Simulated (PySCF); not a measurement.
Isomers of C6H5F.

All values: PBE0/def2-SVPD (PySCF) at GFN2-xTB geometries, gas phase, one conformer each. Core orbitals are frozen in the response; Δα² is half the sum of the squared differences of the principal polarisabilities.

Question: Rank by mean static polarisability, lowest first.
A. `[CH:1]#[C:2][C:3]1=[CH:4][C@@H:5]1[CH2:6][F:7]` with C4–C5–C6–F7 87°
B. `[CH:1]#[C:2][CH2:3][C:4]1=[CH:5][C@@H:6]1[F:7]` with C2–C3–C4–C5 -7°
C. `C1=C[C@@H]2[C@H]1C(F)=C2`
D. `C#C[C@@H]1C(=C)[C@@H]1F`
E. `C#CC(C)(F)C#C`

Answer: C (9.05 Å³), B (9.77 Å³), E (10.02 Å³), D (10.28 Å³), A (10.63 Å³).

Question: Rank by polarisability anisotropy Δα, highest first.
A. `[CH:1]#[C:2][C:3]1=[CH:4][C@@H:5]1[CH2:6][F:7]` with C4–C5–C6–F7 87°
B. `C(#C)C(F)(C)C#C`
C. `FC1=C[C@@H]2C=C[C@H]12`
D. `C#C[C@@H]1C(=C)[C@@H]1F`
E. `[CH:1]#[C:2][CH2:3][C:4]1=[CH:5][C@@H:6]1[F:7]` with C2–C3–C4–C5 -7°
F. `F[C@]12C=C[C@H]1C=C2`

Answer: A (7.81 Å³), E (5.03 Å³), D (4.61 Å³), B (4.15 Å³), C (2.51 Å³), F (2.27 Å³).

All values together:

```json
{"SMILES": "C#C[C@@H]1CC=C1F", "μ (D)": "1.72", "HOMO (eV)": "-7.47", "LUMO (eV)": "0.23", "α (Å³)": "9.72", "Δα (Å³)": "4.18"}
{"SMILES": "FC1=C[C@@H]2C=C[C@H]12", "μ (D)": "1.60", "HOMO (eV)": "-7.05", "LUMO (eV)": "-0.46", "α (Å³)": "9.05", "Δα (Å³)": "2.51"}
{"SMILES": "C#C[C@@H]1C(=C)[C@@H]1F", "μ (D)": "1.94", "HOMO (eV)": "-7.52", "LUMO (eV)": "-0.88", "α (Å³)": "10.28", "Δα (Å³)": "4.61"}
{"SMILES": "C#CC1=C[C@@H]1CF", "μ (D)": "2.03", "HOMO (eV)": "-7.26", "LUMO (eV)": "-1.53", "α (Å³)": "10.63", "Δα (Å³)": "7.81"}
{"SMILES": "C#CC(C)(F)C#C", "μ (D)": "2.00", "HOMO (eV)": "-8.20", "LUMO (eV)": "-0.48", "α (Å³)": "10.02", "Δα (Å³)": "4.15"}
{"SMILES": "F[C@]12C=C[C@H]1C=C2", "μ (D)": "2.09", "HOMO (eV)": "-7.35", "LUMO (eV)": "-0.99", "α (Å³)": "9.01", "Δα (Å³)": "2.27"}
{"SMILES": "C#CCC1=C[C@@H]1F", "μ (D)": "2.07", "HOMO (eV)": "-7.98", "LUMO (eV)": "-0.22", "α (Å³)": "9.77", "Δα (Å³)": "5.03"}
```

Conformers: `[CH:1]#[C:2][C:3]1=[CH:4][C@@H:5]1[CH2:6][F:7]` with C4–C5–C6–F7 87°; `[CH:1]#[C:2][CH2:3][C:4]1=[CH:5][C@@H:6]1[F:7]` with C2–C3–C4–C5 -7°.
